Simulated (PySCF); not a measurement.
1,1-dibromo-2-chloroethene (C₂HBr₂Cl), SMILES C(=C(Br)Br)Cl. The structure is a stationary point at PBE-D3(BJ)/def2-SVP.

Problem. Give the equilibrium geometry at PBE-D3(BJ)/def2-SVP (PySCF confirms it by a frequency run) as a Z-matrix, and its point group. (Estimate from the structure and the level; the computed values follow.)

Solution. point group Cs.
```
C
C 1 1.3523
H 2 1.0998 1 120.69
Cl 2 1.7214 3 115.26 1 180.00
Br 1 1.8814 2 123.58 3 180.00
Br 1 1.8928 2 119.71 3 0.00
```
Charge 0, spin multiplicity 1.
